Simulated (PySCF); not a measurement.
C4H9NSi, SMILES C(N)[SiH2]C#CC.

The structure is a stationary point at PBE0-D3(BJ)/def2-SVP. The structure was generated by enumeration, and PubChem lists no compound with its InChIKey, so it may never have been made. The values are those of a single conformer.

Vertical ionisation energy (IE) and electron affinity (EA) in eV. Rows of orbital energies are one-electron estimates. Where ΔSCF, EOM or ADC give a negative EA the extra electron is unbound and the value depends on the basis.

```
level                                          IE    EA
-------------------------------------------  ----  ----
−ε(HOMO), −ε(LUMO), B3LYP/def2-TZVP (PySCF)  6.57  0.05
−ε(HOMO), −ε(LUMO), PBE/def2-TZVP (PySCF)    5.33  0.75
```
